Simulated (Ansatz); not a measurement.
Program: Ansatz. Geometries: PBE0-D4/def2-TZVP. ΔE: electronic, gas phase. CCSD(T)/CBS is the MP2 limit (def2-TZVPP, def2-QZVPP) plus CCSD(T) − MP2 in def2-TZVPP, frozen cores. This one scheme is used for every species. Functionals use def2-TZVPP. For Ge outer-core shells are correlated without core-valence functions, which leaves a few kJ/mol of doubt a bond. Scalar relativity is left out up to krypton. Each species was taken in one conformer, which may not be the lowest.

Consider the formal exchange of groups at a Ge–N bond: `C=[N][GeH3]` + `[OH][GeH2][OH]` → `[OH][GeH]([OH])[GeH3]` + `C=N`.

CCSD(T)/CBS gives -0.32 eV.

(1) Another level gave -0.28 eV. Which?
A. HF/def2-TZVPP
B. PBE0-D4/def2-TZVPP
C. B2PLYP/def2-TZVPP
D. r2SCAN/def2-TZVPP

Largest T1 diagnostic among the species: 0.013.

Results:

(1) C. B2PLYP -0.28, r2SCAN -0.33, PBE0-D4 -0.38, HF/def2-TZVPP -0.19 eV.

In def2-TZVPP, CCSD(T) changes the Hartree–Fock value by −0.11 eV (the triples alone add +0.01 eV) and MP2 by −0.06 eV.
